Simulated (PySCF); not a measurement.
Si(H)(F)(OH)(NMe2) (C₂H₈FNOSi), SMILES CN(C)[SiH](O)F.

The structure is a stationary point at PBE-D3(BJ)/def2-SVP. The values are those of a single conformer.

The numbers are results of PBE-D3(BJ)/def2-SVP in PySCF, not measurements.

Frequencies are harmonic and unscaled.

```
mode  ν (cm⁻¹)  IR (km/mol)   moving atoms (share of kinetic energy)
----  --------  -----------  ---------------------------------------
1           55          0.2           C 40 %, H 23 %, F 19 %, O 16 %
2          134          0.4                           H 50 %, N 34 %
3          177          2.8           C 26 %, F 25 %, O 24 %, H 18 %
4          232          0.7                                   H 90 %
5          245          0.5           H 54 %, F 17 %, O 14 %, C 10 %
6          256          4.6                   H 51 %, N 18 %, F 14 %
7          318         33.5           H 37 %, C 28 %, F 14 %, N 10 %
8          333         24.2   H 24 %, C 21 %, Si 20 %, O 18 %, F 9 %
9          378         32.0  Si 28 %, H 22 %, C 17 %, N 16 %, F 15 %
10         399         96.2                    H 61 %, O 18 %, C 8 %
11         647         19.3          C 34 %, H 22 %, Si 21 %, N 11 %
12         759         27.8                           H 70 %, O 20 %
13         807         28.7                           H 70 %, F 22 %
14         843        234.1          Si 36 %, H 31 %, F 14 %, O 14 %
15         880        145.6                           H 83 %, O 11 %
16         934        174.2          Si 51 %, O 23 %, F 15 %, H 10 %
17        1003        133.0                   H 42 %, C 35 %, N 19 %
18        1054          1.7                           H 75 %, C 24 %
19        1079          0.0                           H 81 %, C 19 %
20        1130          0.9                   H 70 %, C 20 %, N 10 %
21        1219         86.1                           N 61 %, C 32 %
22        1285         70.1                   N 42 %, H 34 %, C 21 %
23        1378          0.6                           H 88 %, C 11 %
24        1403          3.6                           H 83 %, C 17 %
25        1405          0.2                                   H 97 %
26        1413         10.7                                   H 97 %
27        1431         24.9                                   H 96 %
28        1459          5.1                                   H 92 %
29        2227        141.0                                   H 97 %
30        2898         60.6                                   H 97 %
31        2905        118.2                                   H 96 %
32        2951         90.3                            H 91 %, C 9 %
33        2962          5.7                            H 91 %, C 9 %
34        3052         10.9                            H 91 %, C 9 %
35        3073          5.5                            H 91 %, C 9 %
36        3748         59.3                                   H 94 %
```
